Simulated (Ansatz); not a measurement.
[LnCl6]3-: gap (eV) at several levels, gas phase, relaxed structures; Ansatz. Core potentials for Ce, Dy, Er, Eu, Gd, Ho, Nd, Pr, Sm, Tb, Tm, Yb in the def2 sets, no spin–orbit coupling. HOMO and LUMO are taken over both spins. With an open 4f shell the SCF may have ended above the lowest state. Levels of anions in sets without diffuse functions are rough. The structures are stationary points that may keep the symmetry of their start. Remarks come from the PBE and PBE0 runs and from stability tests at other levels; not every state was tested. A HOMO above zero means that the electron is unbound at that level and held by the basis, or that self-interaction error raises the level; the energy of removing that electron tells which. HOMO above LUMO (over both spins in singlets and doublets, within one spin in higher multiplets; at PBE or PBE0), or a gap under 0.15 eV within one spin, warns that the state may not be the lowest or that an electron is smeared out.

```tsv
species	state	geometry	PBE-D4/def2-SVP	PBE-D4/def2-TZVP	r2SCAN-D4/def2-TZVP	PBE0-D4/def2-SVP	remarks
[CeCl6]3- (CeCl6³⁻)	doublet	PBE-D4/def2-SVP	0.70	0.70	1.39	4.92	HOMO above zero at PBE or PBE0
[PrCl6]3- (PrCl6³⁻)	triplet	PBE0-D4/def2-SVP	0.57	0.57	1.40	5.88	HOMO above zero at PBE or PBE0
[NdCl6]3- (NdCl6³⁻)	quartet	PBE-D4/def2-SVP	1.30	1.31	2.70	5.54	HOMO above zero at PBE or PBE0
[SmCl6]3- (SmCl6³⁻)	sextet	PBE-D4/def2-SVP	0.66	0.67	1.29	3.70	HOMO above zero at PBE or PBE0, spin-contaminated (⟨S²⟩ up to 8.88)
[EuCl6]3- (EuCl6³⁻)	septet	r2SCAN-D4/def2-SVP	0.21	0.22	0.53	2.54	HOMO above zero at PBE or PBE0, spin-contaminated (⟨S²⟩ up to 12.25)
[GdCl6]3- (GdCl6³⁻)	octet	PBE-D4/def2-SVP	2.81	2.69	4.84	6.38	HOMO above zero at PBE or PBE0
[TbCl6]3- (TbCl6³⁻)	septet	r2SCAN-D4/def2-SVP	0.93	0.94	1.91	6.14	HOMO above zero at PBE or PBE0
[DyCl6]3- (DyCl6³⁻)	sextet	PBE-D4/def2-SVP	0.86	0.86	2.11	5.98	HOMO above zero at PBE or PBE0
[HoCl6]3- (HoCl6³⁻)	quintet	r2SCAN-D4/def2-SVP	1.50	1.39	3.20	6.41	HOMO above zero at PBE or PBE0
[ErCl6]3- (ErCl6³⁻)	quartet	PBE-D4/def2-SVP	0.91	0.89	3.12	5.93	HOMO above zero at PBE or PBE0
[TmCl6]3- (TmCl6³⁻)	triplet	PBE-D4/def2-SVP	0.56	0.58	1.51	4.74	HOMO above zero at PBE or PBE0
[YbCl6]3- (YbCl6³⁻)	doublet	PBE-D4/def2-SVP	0.10	0.18	0.62	3.65	near-degenerate levels, HOMO above zero at PBE or PBE0, gap within one spin near zero
```

Q: Estimate the column for PBE0-D4/def2-TZVP.

A: [CeCl6]3- (CeCl6³⁻) 5.46; [PrCl6]3- (PrCl6³⁻) 5.74; [NdCl6]3- (NdCl6³⁻) 5.59; [SmCl6]3- (SmCl6³⁻) 3.79; [EuCl6]3- (EuCl6³⁻) 2.67; [GdCl6]3- (GdCl6³⁻) 6.85; [TbCl6]3- (TbCl6³⁻) 6.58; [DyCl6]3- (DyCl6³⁻) 5.87; [HoCl6]3- (HoCl6³⁻) 6.30; [ErCl6]3- (ErCl6³⁻) 5.87; [TmCl6]3- (TmCl6³⁻) 4.69; [YbCl6]3- (YbCl6³⁻) 3.85.

Over the 12 species that have every level, the mean is 0.93 at PBE-D4/def2-SVP, 0.92 at PBE-D4/def2-TZVP, 2.05 at r2SCAN-D4/def2-TZVP, 5.15 at PBE0-D4/def2-SVP, 5.27 at PBE0-D4/def2-TZVP. Orbital gaps grow with the share of exact exchange and aren't one observable across functionals.
